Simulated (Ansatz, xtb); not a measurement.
# Relaxing a trial structure of AlH4InSi

The starting geometry of this gas-phase singlet was built from a drawn formula by distance geometry; its bonds are those of `[SiH][AlH][InH2]`.

```xyz
7

Al   -1.7602   -0.2540   -0.8204
In    0.8649   -0.3185   -0.8750
Si   -3.0213    1.4330   -1.8800
H    -2.8757    2.6857   -1.1045
H    -2.5663   -1.2212    0.2247
H     1.2687   -0.4289   -2.3888
H     2.0699    0.3358    0.3398
```

**Question.** Predict what it relaxes into with r2SCAN-D4/def2-SVP.

**Answer.** New bonds form, giving a structure with H4 bridging Al1 and Si3, given below by its coordinates. Distances that change by over a tenth: Al1–In2 (2.63 → 3.10 Å), In2–H6 (1.57 → 1.74 Å), Si3–H4 (1.48 → 1.64 Å). Contacts that close: Al1–H4 (3.16 → 1.86 Å), In2–Si3 (4.38 → 2.62 Å).

The energy falls by 1.80 eV over 25 steps:

```json
{"step": "1", "E − E(last) (eV)": "1.803"}
{"step": "4", "E − E(last) (eV)": "1.154"}
{"step": "6", "E − E(last) (eV)": "1.134"}
{"step": "9", "E − E(last) (eV)": "1.100"}
{"step": "12", "E − E(last) (eV)": "0.692"}
{"step": "14", "E − E(last) (eV)": "0.227"}
{"step": "17", "E − E(last) (eV)": "0.042"}
{"step": "20", "E − E(last) (eV)": "0.007"}
{"step": "22", "E − E(last) (eV)": "0.001"}
{"step": "25", "E − E(last) (eV)": "0.000"}
```

Final geometry (Å):

```xyz
7

Al   -2.3760   -0.3345   -0.6037
In    0.5367    0.4193   -1.3551
Si   -1.8236    1.1866   -2.1973
H    -2.1684    1.5121   -0.6227
H    -2.9749   -1.0310    0.6967
H     1.5363   -0.1945   -2.6341
H     1.2499    0.6737    0.2121
```

From the same start GFN2-xTB ends elsewhere, differing in Al1–H4 (2.52 against 1.86 Å here).

The end wasn't checked by frequencies. Atoms past krypton carry core potentials, without spin–orbit terms. Run with Ansatz 0.2.0, 47 s on 1 thread of Intel(R) Xeon(R) 6975P-C (Granite Rapids) (shared host).
